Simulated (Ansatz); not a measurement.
Species: GeSiH₄ (charge +1, doublet). SMILES of the parent species: [GeH2]=[SiH2]

Atoms: Si1, Ge2, H3, H4, H5, H6. Bonds: Si1-Ge2, Si1-H3, Si1-H4, Ge2-H5, Ge2-H6.

Bond lengths (Å) and angles (degrees) optimised at HF/STO-3G with Ansatz (a first-principles code); PBE/6-31G* with LANL2DZ past Ar with Ansatz; B3LYP/LANL2DZ with Ansatz; B3LYP/6-31G* with LANL2DZ past Ar with Ansatz, each started from the B3LYP-D3(BJ)/def2-TZVP structure (Ansatz) of the last column. A row stands for all coordinates that are equal there. 6-31G* holds six Cartesian d functions. No wavenumbers were computed at HF/STO-3G, PBE/6-31G* with LANL2DZ past Ar, B3LYP/LANL2DZ, so these may be saddle points.

```tsv
coordinate	HF/STO-3G	PBE/6-31G* with LANL2DZ past Ar	B3LYP/LANL2DZ	B3LYP/6-31G* with LANL2DZ past Ar	B3LYP-D3(BJ)/def2-TZVP
Si1-Ge2	2.193	2.319	2.317	2.306	2.288
Si1-H3	1.428	1.487	1.471	1.473	1.468
Ge2-H5	1.423	1.545	1.529	1.529	1.523
Ge2-Si1-H3	121.4	119.6	119.4	119.7	119.8
Si1-Ge2-H5	119.0	119.7	119.5	119.8	120.1
H3-Si1-H4	117.2	120.9	121.3	120.6	120.5
H5-Ge2-H6	122.0	120.5	121.0	120.4	119.8
```

Mean signed difference of all 5 bond lengths from B3LYP-D3(BJ)/def2-TZVP: HF/STO-3G -0.075 Å, PBE/6-31G* with LANL2DZ past Ar 0.023 Å, B3LYP/LANL2DZ 0.009 Å, B3LYP/6-31G* with LANL2DZ past Ar 0.008 Å.
